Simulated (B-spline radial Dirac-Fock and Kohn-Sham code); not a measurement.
Binding energies of Sb⁺ at several levels of theory

System: antimony as Sb⁺, configuration 1s2 2s2 2p6 3s2 3p6 3d10 4s2 4p6 4d10 5s2 5p2.

The density-functional columns are spherical, spin-unpolarised Dirac-Kohn-Sham results without Breit or QED terms: −ε is minus the orbital energy of the initial state and ΔSCF the difference of two total energies. The reference in the last column comes from relaxed Dirac-Fock hole states (ΔSCF) with Breit and QED corrections and a finite nucleus. All numbers are from a radial B-spline solver, in eV; a selection of levels is shown. For the 1s level of heavy atoms much of the gap between ΔSCF and the reference is the Breit and QED part, -102.4 eV here; for other levels the error of the functional can be larger.

| level | PBE −ε | PBE ΔSCF | LDA −ε | LDA ΔSCF | Dirac-Fock |
| --- | --- | --- | --- | --- | --- |
| K (1s) | 30291.6 | 30636.7 | 30256.7 | 30600.8 | 30508.4 |
| L1 (2s) | 4615.4 | 4676.0 | 4611.1 | 4672.0 | 4723.4 |
| L2 (2p1/2) | 4318.5 | 4394.4 | 4316.9 | 4392.9 | 4400.0 |
| L3 (2p3/2) | 4066.7 | 4137.8 | 4065.5 | 4136.7 | 4151.5 |
| M1 (3s) | 911.8 | 932.3 | 910.4 | 931.1 | 965.8 |
| M2 (3p1/2) | 790.4 | 811.7 | 790.0 | 811.3 | 833.5 |
| M3 (3p3/2) | 743.9 | 764.4 | 743.6 | 764.2 | 786.6 |
| M4 (3d3/2) | 529.6 | 552.4 | 529.9 | 552.7 | 555.3 |
| M5 (3d5/2) | 520.0 | 542.5 | 520.3 | 542.8 | 546.0 |
| N1 (4s) | 157.2 | 166.8 | 156.9 | 166.5 | 179.9 |
| N2 (4p1/2) | 116.2 | 125.4 | 116.1 | 125.4 | 133.4 |
| N3 (4p3/2) | 107.6 | 116.7 | 107.4 | 116.5 | 124.8 |
| N4 (4d3/2) | 42.73 | 50.86 | 42.83 | 50.97 | 49.90 |
| N5 (4d5/2) | 41.48 | 49.55 | 41.57 | 49.65 | 48.67 |
| O1 (5s) | 20.63 | 25.36 | 20.94 | 25.72 | 23.97 |
| O2,3 (5p) | 12.01 | 15.99 | 12.24 | 16.27 | 15.40 |

Q: Order the estimates of the K (1s) level by their distance from the Dirac-Fock value, nearest first.
A. PBE ΔSCF
B. LDA ΔSCF
C. PBE −ε
D. LDA −ε

A: B (92.4 eV), A (128.4 eV), C (216.8 eV), D (251.7 eV).

Values without a named source are computed, but for edge energies of neutral atoms, which are taken from tables.
